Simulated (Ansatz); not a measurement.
Born–Oppenheimer molecular dynamics of H4O2Sn (7 atoms, charge 0, multiplicity 1). It starts from a relaxed structure.

Computed with RKS PBE-D4/def2-SVP (Ansatz 0.2.0).

```json
{
 "ensemble": "NVE (Milne-controlled integrator)",
 "time step": "0.25 fs",
 "steps asked": "300",
 "starting velocities drawn for": "3000 K",
 "seed": "7156"
}
```

First frame:

```xyz
7
Properties=species:S:1:pos:R:3
Sn -0.068 0.045 0.036
H 0.129 -0.030 1.761
O 1.722 -0.137 -0.863
H 2.249 -0.843 -0.442
H -0.739 1.460 -0.658
O -1.289 -1.437 -0.566
H -1.111 -2.254 -0.063
```

(1) How far do the bonds stretch over the last three quarters of this one trajectory? (Pairs bonded in most of those frames.)

## Answers

(1) 
```json
{"bond": "Sn1–H2", "mean (Å)": "1.753", "spread (Å)": "0.075", "shortest": "1.64", "longest": "1.86"}
{"bond": "Sn1–O3", "mean (Å)": "2.041", "spread (Å)": "0.116", "shortest": "1.87", "longest": "2.21"}
{"bond": "Sn1–H5", "mean (Å)": "1.747", "spread (Å)": "0.053", "shortest": "1.67", "longest": "1.84"}
{"bond": "Sn1–O6", "mean (Å)": "2.071", "spread (Å)": "0.173", "shortest": "1.81", "longest": "2.32"}
{"bond": "O3–H4", "mean (Å)": "0.979", "spread (Å)": "0.015", "shortest": "0.95", "longest": "1.00"}
{"bond": "O6–H7", "mean (Å)": "0.996", "spread (Å)": "0.025", "shortest": "0.95", "longest": "1.04"}
```

Mean temperature of the second half: 1778 K. The conserved energy stayed within 0.0016 meV per atom of its start (net change 0.0014 meV per atom), so the integration is sound. A run of 0.075 ps of so small a system gives no equilibrium averages.

Time of the run: 8.3 min on 1 thread of Arm Neoverse V2 (shared host), peak memory 0.14 GiB.
